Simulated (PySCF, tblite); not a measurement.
Isomers of C6H9O2P, one GFN2-xTB conformer each. Single-point energies are computed at PBE0/pcSseg-1 (PySCF, gas phase, no added dispersion term), electronic only.

```json
{"SMILES": "CP(CO)c1ccoc1", "GFN2-xTB relative energy (kcal/mol)": "15.6"}
{"SMILES": "O=P1(CO)C=CCC=C1", "GFN2-xTB relative energy (kcal/mol)": "0.0"}
```

Conformers: `[CH3:1][P:2]([CH2:3][OH:4])[c:5]1[cH:6][cH:7][o:8][cH:9]1` with C1–P2–C3–O4 178°, P2–C3–O4–H 58°, C1–P2–C5–C6 -140°; `[O:1]=[P:2]1([CH2:3][OH:4])[CH:5]=[CH:6][CH2:7][CH:8]=[CH:9]1` with O1–P2–C3–O4 -48°, P2–C3–O4–H 44°, O1–P2–C5–C6 149°, C5–C6–C7–C8 -31°, C6–C7–C8–C9 31°, O1–P2–C9–C8 -150°.

Problem. What does PBE0/pcSseg-1 give for the same structures?

Solution. 
```json
{"SMILES": "O=P1(CO)C=CCC=C1", "PBE0/pcSseg-1 E (Eh)": "-725.20258", "PBE0/pcSseg-1 (kcal/mol)": "0.0", "GFN2-xTB (kcal/mol)": "0.0", "point group": "C1"}
{"SMILES": "CP(CO)c1ccoc1", "PBE0/pcSseg-1 E (Eh)": "-725.19258", "PBE0/pcSseg-1 (kcal/mol)": "6.3", "GFN2-xTB (kcal/mol)": "15.6", "point group": "C1"}
```

Both levels put the same isomer lowest. As drawn, the lower has a P=O bond and a C=C bond outside aromatic rings, which the higher lacks; the higher has an aromatic ring, which the lower lacks.

Problem. Which frontier levels, dipoles and rotational constants go with these structures?

Solution. 
```csv
SMILES,"HOMO (eV, PBE0/pcSseg-1)",LUMO (eV),dipole (D),"A, B, C (MHz)"
O=P1(CO)C=CCC=C1,-7.32,-1.01,4.98,"2335, 1103, 1022"
CP(CO)c1ccoc1,-6.29,0.14,1.44,"2228, 1045, 765.5"
```

Problem. What happens when harmonic zero-point energies from GFN2-xTB frequencies are added?

Solution. 
```
          SMILES  ZPE (kcal/mol)  electronic (kcal/mol)  with ZPE (kcal/mol)
O=P1(CO)C=CCC=C1            86.1                    0.0                  0.0
   CP(CO)c1ccoc1            86.0                    6.3                  6.2
```

The zero-point energies span 0.1 kcal/mol. The order is unchanged.

Problem. As an exercise, what shares would exp(−E/RT) give at 1000 K from these electronic energies alone (no entropy, no degeneracies)?

Solution. RT = 1.987 kcal/mol: O=P1(CO)C=CCC=C1 95.9 %, CP(CO)c1ccoc1 4.1 %.
